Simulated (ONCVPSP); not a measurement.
## What one change does to a pseudopotential (technetium (Tc), ONCV)

* Element: technetium
* Generator: ONCVPSP 4.0.1
* Type: optimised norm-conserving Vanderbilt (ONCV)
* Functional: PBEsol
* Relativity: fully relativistic
* Frozen core: [Kr]
* Valence charge: 7
* Reference configuration: 4d5 5s2
* Partial waves: 5s: rc 2.45 bohr, ncon 4, nbas 7, qcut 2.6 1/bohr, 3 projectors, debl 2.9 Ha; p scattering state at 0.06 Ha: rc 2.45 bohr, ncon 4, nbas 9, qcut 3.8 1/bohr, 2 projectors, debl 2 Ha; 4d: rc 2.30 bohr, ncon 4, nbas 9, qcut 6.1 1/bohr, 2 projectors, debl 0.8 Ha
* Local potential: polynomial inside 1.85 bohr (lpopt 5, dvloc0 6 Ha)
* Core correction: Teter function, fcfact 2, rcfact 1.6

Open shells are filled in proportion to 2j + 1.

In the p channel the program set the typed energies aside and used 0.050, 2.050 Ha (j = l + 1/2; the other j can differ).

All-electron outer shells of the reference configuration (PBEsol, scalar-relativistic, ld1.x):

```json
{"shell": "4p", "level (eV)": "-45.30", "outermost node (bohr)": "0.51", "outermost maximum (bohr)": "1.03"}
{"shell": "4d", "level (eV)": "-6.67", "outermost node (bohr)": "0.50", "outermost maximum (bohr)": "1.27"}
{"shell": "5s", "level (eV)": "-5.08", "outermost node (bohr)": "1.28", "outermost maximum (bohr)": "2.72"}
```

Change: local potential polynomial inside 1.85 bohr (lpopt 5, dvloc0 -2 Ha).

Cutoffs: the cutoffs (Ha) at which the residual kinetic energy of the hardest occupied pseudo-wave falls to 1 and 0.1 mHa per electron; they do not see the model core or the augmentation charge, which bear on the density cutoff. Errors are all-electron minus pseudo energies relative to the spin-unpolarised reference configuration.

**Question.** How do hardness, ghosts and transferability respond?

**Answer.** The potential gets neither clearly harder nor softer (15 Ha and 17 Ha → 15 Ha and 17 Ha); both files keep a bound ghost (p); the errors of the 4 common tests hardly move; the range in which the s phases agree narrows (upper end at the end of the scan → 3.3).

```csv
quantity,base,changed
"cutoff, loose",15 Ha,15 Ha
"cutoff, tight",17 Ha,17 Ha
bound ghosts,"p3/2, p1/2","p3/2, p1/2"
GHOST(+) flags under 300 eV,s at 187.7 eV,s at 96.7 eV
"error for 4d5 5s1, meV [ΔE 8.20 eV]",-14,-13
"error for 4d5 5s0, meV [ΔE 23.04 eV]",-116,-116
"error for 4d4 5s0, meV [ΔE 51.73 eV]",-266,-266
"error for 4d5.5 5s1.5, meV [ΔE -0.62 eV]",-14,-14
s: phases at 2.49 bohr within 0.05 rad from the reference energy up to (Ha; the scan ends near 5),to the end of the scan,3.3
p3/2: phases at 2.49 bohr within 0.05 rad from the reference energy up to (Ha; the scan ends near 5),3.6,3.5
p1/2: phases at 2.49 bohr within 0.05 rad from the reference energy up to (Ha; the scan ends near 5),3.5,3.4
d5/2: phases at 2.33 bohr within 0.05 rad from the reference energy up to (Ha; the scan ends near 5),to the end of the scan,to the end of the scan
d3/2: phases at 2.33 bohr within 0.05 rad from the reference energy up to (Ha; the scan ends near 5),to the end of the scan,to the end of the scan
"rms error of d²Exc/dni dnj with the model core, mHa",5.21,5.21
```

Base: The cutoffs count occupied waves only; projector 3 of the s channel, the hardest unoccupied one, needs 39 Ha at the loose tolerance. Changed file: The cutoffs count occupied waves only; projector 3 of the s channel, the hardest unoccupied one, needs 39 Ha at the loose tolerance. A true bound ghost makes a file unfit for plane-wave use even where its test errors are small: the radial tests pick states by their node count and pass the ghost by.
